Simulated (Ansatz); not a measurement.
Reaction (silylene formation by 1,1-elimination): `F[SiH]([SiH3])S` → `F[Si]S` + SiH₄

Computed with Ansatz on PBE0-D4/def2-TZVP structures; ΔE is electronic, products minus reactants. CCSD(T)/CBS is the MP2 limit (def2-TZVPP, def2-QZVPP) plus CCSD(T) − MP2 in def2-TZVPP, frozen cores. This one scheme is used for every species. DFT in def2-TZVPP. Each species was taken in one conformer, which may not be the lowest.

```
          species  r2SCAN0 energy (Eh)
`F[SiH]([SiH3])S`          -1080.04606
         `F[Si]S`           -788.13413
             SiH₄           -291.85162
```

Problem. Work out ΔE.

Solution. ΔE = (-788.13413) + (-291.85162) − (-1080.04606) = 0.06031 Eh = +158.3 kJ/mol. CCSD(T)/CBS gives +142.6 kJ/mol.

Problem. What do rigid-rotor, harmonic-oscillator terms from PBE0-D4/def2-TZVP frequencies (298.15 K, 1 bar) make of the CCSD(T)/CBS value? (An estimate is asked.)

Solution. Ansatz gave: ΔZPE = -9.0 kJ/mol, ΔH = +135.7 kJ/mol, ΔS = 134 J/(mol·K), ΔG = +95.8 kJ/mol.

Largest T1 diagnostic among the species: 0.015.

Leaving LDA and LC-ωPBE aside and taking each functional with its dispersion term where it has one, the values, not all of them listed here, spread over 44.3 kJ/mol, from BLYP-D4 to r2SCAN0-D4. LDA lies +27.6 kJ/mol from PBE without D4. From BLYP to BHLYP (50 % exact exchange), in def2-TZVPP and without D4, ΔE moves by +34.0 kJ/mol.
